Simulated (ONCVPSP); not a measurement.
**Ba: one change to an ONCV potential, before and after**

* Element: barium (Ba)
* Generator: ONCVPSP 4.0.1
* Type: optimised norm-conserving Vanderbilt (ONCV)
* Functional: PBE
* Relativity: scalar-relativistic
* Frozen core: [Kr] 4d10
* Valence charge: 10
* Reference configuration: 5s2 5p6 6s2
* Partial waves: 5s+6s: rc 3.10 bohr, ncon 3, nbas 7, qcut 4.4 1/bohr, 2 projectors; 5p: rc 2.85 bohr, ncon 4, nbas 7, qcut 5.3 1/bohr, 1 projector; d scattering state at 0.04 Ha: rc 3.35 bohr, ncon 4, nbas 7, qcut 3.1 1/bohr, 2 projectors, debl 1.2 Ha
* Local potential: polynomial inside 1.85 bohr (lpopt 5, dvloc0 0 Ha)
* Core correction: Teter function, fcfact 3.75, rcfact 1.2

In the d channel the program set the typed energies aside and used -0.074, 1.126 Ha.

Change: s: qcut 3.2; p: qcut 3.8; d: qcut 2.2.

Cutoffs: the cutoffs (Ha) at which the residual kinetic energy of the hardest occupied pseudo-wave falls to 1 and 0.1 mHa per electron; they do not see the model core or the augmentation charge, which bear on the density cutoff. Errors are all-electron minus pseudo energies relative to the spin-unpolarised reference configuration.

What does the change do?

The potential gets softer (4.7 Ha and 8.6 Ha → 4.5 Ha and 5.2 Ha); the bound ghost in d disappears; the lowest positive-energy flag moves from s at 41.6 eV to none; of the 4 tests that both files solve, the error grows in 1 and shrinks in 0 by more than 15 % and 0.3 meV (median size 1.7 → 1.8 meV).

| quantity | base | changed |
| --- | --- | --- |
| cutoff, loose | 4.7 Ha | 4.5 Ha |
| cutoff, tight | 8.6 Ha | 5.2 Ha |
| loose cutoff by channel | s 4.7 Ha, p 4.4 Ha | s 2.6 Ha, p 4.5 Ha |
| bound ghosts | d | none |
| GHOST(+) flags under 300 eV | s at 41.6 eV | none |
| error for 5s2 5p6 6s1, meV [ΔE 5.36 eV] | -0.7 | -0.5 |
| error for 5s2 5p6 6s0, meV [ΔE 15.34 eV] | -2.8 | -3.2 |
| error for 5s2 5p6 6s1.5, meV [ΔE 2.14 eV] | -0.2 | -0.1 |
| error for 5s1 5p6 6s2, meV [ΔE 38.80 eV] | -187 | -242 |
| s: phases at 3.14 bohr within 0.05 rad from the reference energy up to (Ha; the scan ends near 5) | 1.3 | 0.9 |
| p: phases at 2.89 bohr within 0.05 rad from the reference energy up to (Ha; the scan ends near 5) | 0.1 | 0.1 |
| d: phases at 3.40 bohr within 0.05 rad from the reference energy up to (Ha; the scan ends near 5) | 3.2 | 3.2 |
| rms error of d²Exc/dni dnj with the model core, mHa | 0.42 | 0.68 |

Changed file: The cutoffs count occupied waves only; projector 1 of the d channel, the hardest unoccupied one, needs 12 Ha at the loose tolerance. A true bound ghost makes a file unfit for plane-wave use even where its test errors are small: the radial tests pick states by their node count and pass the ghost by.
